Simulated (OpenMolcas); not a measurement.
# Multiconfigurational calculation on O3+

Input:

```
&GATEWAY
Coord
1

O 0.0 0.0 0.0
Basis=ANO-RCC-VQZP
Group=XYZ
NoMove
AngMom=0.0 0.0 0.0
AMFI
&SEWARD
&RASSCF
FileOrb=start.orb
Symmetry=2
Spin=4
nActEl=3 0 0
Inactive=1 0
Ras2=1 3
CIRoot=1 1 1
SDav=1
CIMx=300
Iter=120 100
PrWF=0.3
OrbListing=Nothing
MaxOrb=0
Atom
>>> COPY $Project.JobIph JOB001
&RASSCF
FileOrb=start.orb
Symmetry=2
Spin=2
nActEl=3 0 0
Inactive=1 0
Ras2=1 3
CIRoot=11 11 1
SDav=11
CIMx=300
Iter=120 100
PrWF=0.3
OrbListing=Nothing
MaxOrb=0
Atom
>>> COPY $Project.JobIph JOB002
&RASSCF
FileOrb=start.orb
Symmetry=1
Spin=4
nActEl=3 0 0
Inactive=1 0
Ras2=1 3
CIRoot=3 3 1
SDav=3
CIMx=300
Iter=120 100
PrWF=0.3
OrbListing=Nothing
MaxOrb=0
Atom
>>> COPY $Project.JobIph JOB003
&RASSCF
FileOrb=start.orb
Symmetry=1
Spin=2
nActEl=3 0 0
Inactive=1 0
Ras2=1 3
CIRoot=9 9 1
SDav=9
CIMx=300
Iter=120 100
PrWF=0.3
OrbListing=Nothing
MaxOrb=0
Atom
>>> COPY $Project.JobIph JOB004
&RASSI
NrOfJobIphs=4 1 11 3 9
1
1 2 3 4 5 6 7 8 9 10 11
1 2 3
1 2 3 4 5 6 7 8 9
IphNames
JOB001
JOB002
JOB003
JOB004
EJob
SpinOrbit
DIPRint=1.0
SOCoupling=1000.0
Subsets=2
MEES
Property=10
'ANGMOM' 1 'ANGMOM' 2 'ANGMOM' 3 'MLTPL  1' 1 'MLTPL  1' 2 'MLTPL  1' 3
'AMFI' 1 'AMFI' 2 'AMFI' 3 'MLTPL  2' 6
SOProperty=3
'ANGMOM' 1 'ANGMOM' 2 'ANGMOM' 3
```

A driver script runs the steps one by one and writes start.orb anew before each from the orbitals found so far.

Output, cut to the results:

```
--- SEWARD ---
Basis set label: O.ANO-RCC...5S4P3D2F1G.

      Electronic valence basis set:
      ------------------
      Associated Effective Charge   8.000000 au
      Associated Actual Charge      8.000000 au
      Nuclear Model: Point charge

      Shell  nPrim  nBasis  Cartesian Spherical Contaminant
         s      14       5        X
         p       9       4        X
         d       4       3                 X
         f       3       2                 X
         g       2       1                 X
                  Relativistic Douglas-Kroll-Hess integrals:
                    - DKH order of Hamiltonian: 2
                    - DKH order of Properties : 0
                  Atomic mean-field integrals
--- RASSCF ---
Wave function specifications:
      -----------------------------

      Number of closed shell electrons           2
      Number of electrons in active shells       3
      Max number of holes in RAS1 space          0
      Max nr of electrons in RAS3 space          0
      Number of inactive orbitals                1
      Number of active orbitals                  4
      Number of secondary orbitals              50
      Spin quantum number                      1.5
      State symmetry                             2
Orbital specifications:
      -----------------------

      Symmetry species                           1   2
                                                ag  au
      Frozen orbitals                            0   0
      Inactive orbitals                          1   0
      Active orbitals                            1   3
      RAS1 orbitals                              0   0
      RAS2 orbitals                              1   3
      RAS3 orbitals                              0   0
      Secondary orbitals                        27  23
      Deleted orbitals                           0   0
      Number of basis functions                 29  26
      Number of CSFs                             1
      Number of root(s) required                 1
      Iter CI   SX   CI       RASSCF       Energy    max ROT     max BLB   max BLB  Level Ln srch  Step   QN
          iter iter root      energy       change     param      element    value   shift minimum  type update
 Nr of preliminary CI iterations:   1
 ###############################################################################
 ###############################################################################
 ###                                                                         ###
 ###                                                                         ###
 ###    WARNING: Problems in orbital optimization.                           ###
 ###                                                                         ###
 ###                                                                         ###
 ###############################################################################
 ###############################################################################
  Warning: In symmetry  1, orbital p=   2 has diagonal density matrix element D(p,p) close to zero. D(p,p)=  0.000000E+00
        1   1    1    1   -70.15924501    0.00E+00   0.00E+00    1   5 1  1.30E-08   0.50   0.00    SX    NO
        ...
 ###############################################################################
 ###############################################################################
  Warning: In symmetry  1, orbital p=   2 has diagonal density matrix element D(p,p) close to zero. D(p,p)=  0.000000E+00
        4   1    1    1   -70.15924501   -8.53E-14   0.00E+00    1   5 1  1.30E-08   0.50   0.00    SX    NO
      Convergence after  4 iterations
        5   1    1    1   -70.15924501    5.68E-14   0.00E+00    1   5 1  1.30E-08   0.50   0.00    SX    NO
      Natural orbitals and occupation numbers for root  1
      sym 1:   0.000000
      sym 2:   1.000000   1.000000   1.000000
::    RASSCF root number  1 Total energy:    -70.15924501
--- RASSCF ---
Wave function specifications:
      -----------------------------

      Number of closed shell electrons           2
      Number of electrons in active shells       3
      Max number of holes in RAS1 space          0
      Max nr of electrons in RAS3 space          0
      Number of inactive orbitals                1
      Number of active orbitals                  4
      Number of secondary orbitals              50
      Spin quantum number                      0.5
...
--- RASSI ---
SPIN-FREE ENERGIES:
  (Shifted by EMIN (a.u.) =        -71.2010770473)

 SF State       Relative EMIN(au)   Rel lowest level(eV)    D:o, cm**(-1)      L_eff

     2             0.0000000000        0.0000000000              0.0000         1.0
     3             0.0000000000        0.0000000000              0.0000         1.0
     4             0.0000000000        0.0000000000              0.0000         1.0
    13             0.2975239935        8.0960403044          65298.9688         1.0
    14             0.2975239935        8.0960403044          65298.9688         1.0
    15             0.2975239935        8.0960403044          65298.9688         1.0
    16             0.6040501546       16.4370420681         132573.6850         2.0
    17             0.6040501546       16.4370420681         132573.6850         2.0
    18             0.6040501546       16.4370420681         132573.6850         2.0
    19             0.6040501546       16.4370420681         132573.6850         2.0
    20             0.6040501546       16.4370420681         132573.6850         2.0
    21             0.7703914430       20.9634191160         169081.3780         0.0
    22             0.8741292973       23.7862699385         191849.2053         1.0
    23             0.8741292973       23.7862699385         191849.2053         1.0
    24             0.8741292973       23.7862699385         191849.2053         1.0
     1             1.0418320418       28.3496940920         228655.7033         0.0
     8             1.2084850845       32.8845544063         265231.8184         2.0
     9             1.2084850845       32.8845544063         265231.8184         2.0
     7             1.2084850845       32.8845544063         265231.8184         2.0
     5             1.2084850845       32.8845544063         265231.8184         2.0
     6             1.2084850845       32.8845544063         265231.8184         2.0
...
```

Levels above the lowest, from the spin-orbit matrix, grouped by J:

```
Configuration  Term    J  E (cm-1)  Measured (cm-1)      g  Term weight %
       2s2 2p   2P*  1/2       0.0              0.0  0.666            100
       2s2 2p   2P*  3/2       353              386  1.334            100
       2s 2p2    4P  1/2     65323            71440  2.671            100
       2s 2p2    4P  3/2     65450            71570  1.735            100
       2s 2p2    4P  5/2     65661            71756  1.601            100
       2s 2p2    2D  3/2    132809           126950  0.800            100
       2s 2p2    2D  5/2    132810           126936  1.200            100
       2s 2p2    2S  1/2    169316           164366  2.002            100
       2s 2p2    2P  1/2    191920           180481  0.666            100
       2s 2p2    2P  3/2    192169           180724  1.334            100
          2p3   4S*  3/2    228891           231538  2.002            100
          2p3   2D*  3/2    265466           255185  0.800            100
          2p3   2D*  5/2    265467           255156  1.200            100
          2p3   2P*  1/2    301892           289015  0.666            100
          2p3   2P*  3/2    301909           289024  1.334            100
```

Against the 14 measured excited levels shown (Moore, Selected Tables of Atomic Spectra, NSRDS-NBS 3, section 10) the mean absolute deviation is 7600 cm-1; the largest miss in energy is 2p3 2P* 3/2: computed 301909, measured 289024 cm-1 (+4.5 %), and the largest in proportion 2s 2p2 4P 1/2 (-8.6 %).

Measured partners are found by configuration, term and J. A level has none where our copy of the source lacks it or the pairing is in doubt (some pairs that miss far off the trend of their configuration count as doubtful), and it then counts in no deviation. Levels of configurations outside the active space are missing.

The term weight is that of the spin-free term in the level, not the purity of its configuration. * marks odd parity.
